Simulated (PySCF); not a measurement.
# C2H9BO: core ionisation energies

C2H9BO.
Z-matrix (Å and degrees, PBE0-D3(BJ)/def2-SVP geometry), rows numbered from 1:
```
B 
O   1  1.6369
C   2  1.4208  1  114.00
C   2  1.4209  1  113.89  3   132.81
H   1  1.2272  2  104.13  3   -66.98
H   1  1.2192  2  103.46  3   173.09
H   1  1.2192  2  103.48  3    52.91
H   3  1.0997  2  109.03  1  -171.64
H   3  1.0949  2  106.80  1   -52.21
H   3  1.1021  2  110.19  1    66.84
H   4  1.1021  2  110.20  1   -67.50
H   4  1.0996  2  109.04  1   170.93
H   4  1.0949  2  106.77  1    51.52
```

Computed, not measured: delta-SCF UKS SCAN, pcX-2 on the ionised atom, pcseg-1 elsewhere, spin-free X2C (PySCF). Each binding energy is the total energy of the core-ionised species, with the hole localised on one atom, minus that of the ground state; both are solved self-consistently, so orbital relaxation is included.

Question: What binding energy does each computed site have?

Answer: 
```csv
atom(s),environment,level,binding energy (eV),count
B1,four-coordinate boron,B 1s,194.40,1
O2,oxygen bonded to B and 2 C,O 1s,540.64,1
C3/C4,O-methyl carbon,C 1s,293.19,2
```

Question: Express the binding energy of O 1s of O2 (atom 2) in atomic units and per mole.

Answer: 540.64 eV = 19.8682 Eh = 52164 kJ/mol.

Question: Which photon energy gives electrons from O 1s of O2 a kinetic energy of 100 eV, and what is their de Broglie wavelength?

Answer: hν = 540.64 + 100 = 640.64 eV, recoil neglected; λ = 12.264 Å/√(E/eV) = 1.23 Å.

Atoms equivalent by their bonding share one computed value, that of the first of them. Isolated species at its PBE0-D3(BJ)/def2-SVP geometry, gas phase.

On an x86-64 server with one thread, shared host, this took 17 s wall.
